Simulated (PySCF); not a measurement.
Vertical excitation energies

Compound: C6H5F3.
Z-matrix (Å and degrees, GFN2-xTB geometry), rows numbered from 1:
```
F 
C   1  1.3290
F   2  1.3256  1  110.77
C   2  1.3268  1  122.60  3   179.50
F   4  1.3489  2  118.67  1  -179.90
C   4  1.4889  2  124.36  1    -1.11
C   6  1.4979  4  120.69  2   144.96
C   7  1.4974  6   96.89  4   -60.31
C   7  1.4815  6   60.59  4  -110.45
H   6  1.0876  4  112.57  2   -70.08
H   7  1.0680  6  130.80  9  -126.83
H   8  1.0823  7  119.76  9   109.05
H   8  1.0822  7  117.20  9  -107.13
H   9  1.0676  6  130.64  7   126.73
```

Level of theory: PySCF, TDDFT CAM-B3LYP/def2-SVPD, vertical, gas phase, core orbitals frozen in the response.

Task: List the vertical singlet excitations with oscillator strengths and describe the spectrum.

Result: 

```csv
state,E (eV),ν̃ (cm⁻¹),f,"main configurations (H = HOMO, L = LUMO)"
S1,6.53,52700,0.0047,"H→L (41%), H→L+1 (29%), H→L+5 (9%)"
S2,7.05,56870,0.015,"H→L+2 (43%), H→L (29%), H→L+5 (13%)"
S3,7.29,58760,0.093,"H→L+1 (31%), H-1→L+1 (27%), H-1→L (21%)"
S4,7.54,60800,0.163,"H-1→L (39%), H→L+1 (30%)"
S5,7.69,62050,0.016,"H-1→L+1 (45%), H-1→L+2 (16%), H-1→L (10%)"
S6,7.96,64170,0.077,"H→L+3 (33%), H→L+4 (26%), H-1→L+3 (13%)"
S7,8.02,64660,0.016,"H-1→L+2 (44%), H→L+4 (26%), H-1→L+4 (14%)"
S8,8.21,66230,0.046,"H-1→L+4 (53%), H-1→L+3 (16%)"
```

Triplets (Tamm–Dancoff): T1 4.41 eV, H→L+1 (46%), H→L+4 (36%); T2 6.12 eV, H→L (31%), H→L+1 (20%), H→L+5 (16%); T3 6.74 eV, H→L+2 (36%), H→L (31%), H→L+5 (10%).

The lowest singlet comes at 190 nm (630 kJ/mol) in the vacuum ultraviolet; it is very weak; its leading configuration is HOMO→LUMO (41%). The most intense listed level is S4 at 7.54 eV (164 nm, f = 0.163), 1.01 eV above S1. Löwdin shares by element: HOMO carbon 53% or more, fluorine 21% or more (atoms not listed hold the other 26%); LUMO carbon 38% or more, hydrogen 9% or more (atoms not listed hold the other 53%). Of the 8 states listed, 7 reach f = 0.01 and none stays under 0.0005. Weighted by f, the mean energy of these states is 7.63 eV. The listed states span 1.68 eV, and the widest gap between neighbours is 0.52 eV (S1 to S2). Singlets were solved by full linear response, triplets in the Tamm–Dancoff approximation.

Time: 76 s wall. Hardware: one thread, x86-64 server (shared host).

One conformer stands for the species.
